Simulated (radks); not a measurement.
Task: The europium ion Eu+, [Xe] 4f7 6s1. Calculated with a radial shooting solver on a logarithmic mesh with Libxc functionals: non-relativistic Kohn-Sham, r2SCAN, spin-polarised, spherical densities, point nucleus; meta-GGA in the generalised Kohn-Sham scheme. Every spin shell is full or empty, so the densities are truly spherical. Functionals are evaluated on that one density, not self-consistently. Rank these orbital-free kinetic functionals by their error against the exact value of the orbitals, and give that value: Thomas-Fermi, von Weizsacker, TF + vW/5, revAPBEK, Pearson, LKT, PG1, Ernzerhof.

Result: Exact: 10423.7 hartree. From best to worst, with 100 (|E| - |E exact|)/|E exact| (equal figures are ties): revAPBEK +0.20, Ernzerhof -0.49, Pearson -0.92, TF + vW/5 +2.70, Thomas-Fermi -5.01, PG1 +13.68, LKT +17.50, von Weizsacker -61.49.
